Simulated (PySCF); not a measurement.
Spectrum to structure. Level of theory: TDDFT CAM-B3LYP/def2-SVPD, vertical, gas phase, core orbitals frozen in the response (PySCF 2.14.0, density-fitted response routines). Geometries: PBE0-D3(BJ)/def2-SVP, one conformer each.

```tsv
state	E (eV)	f
S1	5.49	0.0004
S2	5.81	0.077
S3	6.07	0.377
S4	6.69	0.015
S5	6.91	0.028
S6	6.95	0.0062
S7	7.23	0.0004
S8	7.30	0.0054
S9	7.56	0.0023
S10	7.57	0.108
```

Question: Which candidate is it? All have the formula C6H9N3.
A. `n1c(C)n(c(n1)C)C=C`
B. `CCCc1ncncn1`
C. `C=CCn1cc(C)nn1`
D. `CCc1ncc(C)nn1`

Answer: A. Its S1 lies at 5.49 eV; the nearest of the others has S1 at 5.80 eV. S1 is HOMO-1→LUMO (82%), HOMO-1→LUMO+4 (10%). Löwdin shares by element: HOMO carbon 40% or more, nitrogen 39% or more (atoms not listed hold the other 21%); LUMO carbon 63% or more (atoms not listed hold the other 37%). At the same level the other candidates give, for their lowest levels:
- `C=CCn1cc(C)nn1`: 5.80 eV (f 0.006); 6.35 eV (f 0.101); 6.77 eV (f 0.005); 7.04 eV (f 0.018); 7.13 eV (f 0.115); T1 4.38 eV; HOMO -8.49, LUMO 0.65 eV
- `CCCc1ncncn1`: 4.79 eV (f 0.005); 4.79 eV (f 0.000); 4.89 eV (f 0.000); 5.02 eV (f 0.010); 6.22 eV (f 0.003); HOMO -9.32, LUMO -0.36 eV
- `CCc1ncc(C)nn1`: 3.19 eV (f 0.005); 4.20 eV (f 0.000); 5.37 eV (f 0.076); 5.58 eV (f 0.000); 5.88 eV (f 0.000); T1 2.50 eV; HOMO -8.18, LUMO -0.83 eV

Shape of the structure used: `[CH2:1]=[CH:2][n:3]1[c:4]([CH3:5])[n:6][n:7][c:8]1[CH3:9]`: C1–C2–N3–C4 6°.
Triplets come from the Tamm–Dancoff approximation.
